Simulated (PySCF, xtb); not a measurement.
Zn(SeH)(OSiH3) (H4OSeSiZn), SMILES [SiH3][O][Zn][SeH]. One conformer was computed; it need not be the lowest.

Harmonic wavenumbers (cm⁻¹) from GFN2-xTB in xtb at its own minimum, in rising order: 31, 41, 80, 116, 129, 214, 348, 527, 602, 610, 762, 789, 824, 963, 2078, 2181, 2202, 2240.

What does PySCF with B3LYP-D3(BJ)/def2-SVP give at its own minimum? (The exact figures need the calculation; the answer reports its results.)

14, 29, 50, 104, 130, 258, 513, 597, 734, 744, 953, 960, 1022, 1031, 2173, 2183, 2216, 2396. Paired by order, the mean absolute difference is 84 cm⁻¹ and the zero-point energies are 21.1 and 23.0 kcal/mol.
